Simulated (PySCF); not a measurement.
UHF on Ar (argon, neutral)

Configuration: [Ar], closed-shell 1S. Computed with PySCF 2.14 in dyall-av3z, with the non-relativistic Hamiltonian (point nucleus).

```json
{
  "Total energy": "-526.816982 hartree",
  "One-electron energy": "-728.2376 hartree",
  "Hartree (Coulomb) energy": "231.6053 hartree",
  "Exchange energy": "-30.1847 hartree",
  "Kinetic energy": "526.81618 hartree",
  "⟨S²⟩": "0.0000",
  "⟨L²⟩": "0.000",
  "Sum of ⟨r⟩": "16.07 bohr",
  "Sum of ⟨r²⟩": "26.04 bohr²",
  "Density at the nucleus (Gaussians lack the cusp)": "3830 bohr⁻³",
  "Langevin diamagnetic susceptibility": "-20.6 ×10⁻⁶ cm³/mol"
}
```

| shell | electrons | mean orbital energy (hartree) | rms radius, mean of both spins (bohr) |
| --- | --- | --- | --- |
| 1s | 2 | -118.61054 | 0.0998 |
| 2s | 2 | -12.32230 | 0.449 |
| 2p | 6 | -9.57158 | 0.418 |
| 3s | 2 | -1.27745 | 1.53 |
| 3p | 6 | -0.59108 | 1.82 |

Spin-orbit constants ζ (cm⁻¹) from the X2C one-electron operator on these orbitals (non-relativistic here): bare nucleus, nucleus screened by l(l+1)(2l+1)/3 electrons, and screened by the Breit-Pauli mean field of the electrons.

```
shell   bare  screened nucleus  mean field
   2p  12880             11450       10790
   3p  927.9             824.8       767.1
```
